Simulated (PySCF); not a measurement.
Assigning NMR signals

Cartesian coordinates in Å; atom numbers follow the order of the lines, from 1:
```xyz
16

C    -2.110    1.010    0.206
C    -1.812   -0.277    0.949
Cl   -3.365   -1.088    1.368
Si   -0.774   -1.544   -0.054
C     0.842   -0.709   -0.394
C     1.900   -0.160   -0.608
Si    3.514    0.691   -0.925
H    -1.172    1.515   -0.020
H    -2.731    1.677    0.803
H    -2.626    0.804   -0.729
H    -1.347   -0.048    1.909
H    -0.570   -2.737    0.768
H    -1.476   -1.829   -1.307
H     3.226    1.964   -1.592
H     4.165    0.918    0.367
H     4.329   -0.178   -1.777
```

All values are calculated (PySCF): PBE0/pcSseg-1 with gauge-including orbitals, GFN2-xTB geometry. No solvent, one computed conformer, non-relativistic Hamiltonian, averaged over atoms made equivalent by symmetry, fast rotation or ring inversion.

Chemical shifts δ = σref − σ; TMS for ¹³C (σref 186.93) and ¹H (σref 31.72), all at this level.

**Question.** Assign these signals to the numbered atoms. ¹³C{¹H} NMR (computed): δ 116.9 (C), 114.9 (C), 46.9 (CH), 24.2 (CH3).

**Answer.** 
| δ (ppm) | atoms | environment | reason |
| --- | --- | --- | --- |
| 116.9 | C5 | alkyne carbon | – |
| 114.9 | C6 | alkyne carbon | – |
| 46.9 | C2 | sp3 CH bonded to Cl and Si | the inductive effect lowers its shielding |
| 24.2 | C1 | methyl carbon | saturated and bonded to C and H only |

C5 and C6 lie closer than the usual error of such a calculation, so a measured spectrum could show them in the other order.

**Question.** Assign these signals to the numbered atoms. ¹H NMR (400 MHz, computed): δ 4.48 (m, 1H), 4.23 (s, 3H), 4.22 (m, 1H), 3.59 (m, 1H), 1.72 (d, 3H).

**Answer.** 
4.48 → H12, hydrogen on a silicon bonded to 2 C
4.23 → H14/H15/H16, hydrogen on a silicon bonded to C
4.22 → H13, hydrogen on a silicon bonded to 2 C
3.59 → H11, hydrogen on an sp3 CH bonded to Cl and Si: its carbon carries Cl, hence the downfield position
1.72 → H8/H9/H10, hydrogen on a methyl carbon

H14/H15/H16 and H13 lie closer than the usual error of such a calculation, so a measured spectrum could show them in the other order.

Carbons that carry Cl, above all several Cl atoms, come out too deshielded, partly because spin–orbit coupling is missing. Shifts are as computed. Against solution values, carbons near 30 ppm lie about +3 ppm off and those near 130 ppm about +5 ppm; carbons on Cl a further +6 ppm. Of 1211 compounds with measured shifts, 218 miss one by over three times the rms of a fit or turn the order of signals round; such compounds aren't used in these exercises. Multiplicities follow the n + 1 count of equivalent neighbours, as no J values were calculated; m marks all less simple cases, F and P coupling included.
